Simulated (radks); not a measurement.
The numbers below are computed, except where a source is named.
Pr+, 58 electrons, occupied as [Xe] 4f3 6s1.

Code: a radial shooting solver on a logarithmic mesh with Libxc functionals. Model: scalar-relativistic Kohn-Sham, LDA (Slater exchange, Perdew-Wang correlation), spin-polarised, spherical densities, finite nucleus; open shells are filled with parallel spins first (spin-orbit coupling, left out, can overturn this in heavy ions); Fermi nuclear charge, rms radius 4.8919 fm.

Energy parts (eV):
total: -251160.53
kinetic: 266659.75
electron-nucleus: -609179.07
Hartree: 97044.07
exchange-correlation: -5685.28

Orbitals (lengths in bohr, moments of r in powers of bohr; <r^-3> diverges for s and p1/2):
orbital,occ.,eigenvalue (eV),<r^2>,<r^4>,<r^-3>,<1/r>
1s up,1,-41775.47,0.0007908,1.650e-06,-,64.62
1s down,1,-41775.46,0.0007908,1.650e-06,-,64.62
2s up,1,-6726.507,0.01255,0.0002705,-,14.91
2s down,1,-6726.482,0.01255,0.0002705,-,14.91
2p up,3,-6022.771,0.01001,0.0001983,8474,14.10
2p down,3,-6022.753,0.01001,0.0001983,8474,14.10
3s up,1,-1455.299,0.08500,0.01092,-,5.422
3s down,1,-1454.535,0.08494,0.01091,-,5.424
3p up,3,-1232.318,0.08496,0.01140,1709,5.132
3p down,3,-1231.560,0.08490,0.01138,1711,5.134
3d up,5,-918.2215,0.07228,0.009381,234.1,4.872
3d down,5,-917.6227,0.07220,0.009356,234.3,4.874
4s up,1,-294.1569,0.4381,0.2798,-,2.268
4s down,1,-292.1255,0.4379,0.2795,-,2.269
4p up,3,-221.2587,0.4956,0.3684,371.2,2.090
4p down,3,-219.2126,0.4954,0.3682,371.4,2.090
4d up,5,-116.9463,0.6154,0.6199,41.61,1.821
4d down,5,-114.8928,0.6157,0.6218,41.62,1.821
4f up,3,-7.9199,1.864,12.10,4.331,1.194
4f down,0,-6.1310,2.071,16.38,4.191,1.170
5s up,1,-45.5675,2.538,9.566,-,0.8825
5s down,1,-44.1793,2.569,9.808,-,0.8757
5p up,3,-27.8683,3.515,19.23,51.37,0.7442
5p down,3,-26.7140,3.562,19.73,50.03,0.7373
5d up,0,-7.8634,9.838,175.5,2.355,0.4490
5d down,0,-6.9797,10.13,191.6,2.288,0.4445
6s up,1,-8.6403,17.81,464.0,-,0.3155
6s down,0,-7.7505,18.73,524.2,-,0.3095
6p up,0,-5.5724,27.45,1108,5.709,0.2531
6p down,0,-4.8611,30.61,1404,4.952,0.2398
7s up,0,-2.6902,83.55,9959,-,0.1499
7s down,0,-2.5064,92.04,12090,-,0.1428

The highest occupied level is 4f up at -7.920 eV. Summed over all electrons, <r^2> = 61.23 bohr^2, which gives a Langevin (diamagnetic) susceptibility term of -48.5 x 10^-6 cm^3/mol. The electron density at the nucleus is 4.318e+05 e/bohr^3 (large components only). Spin moment in Bohr magnetons: 4.
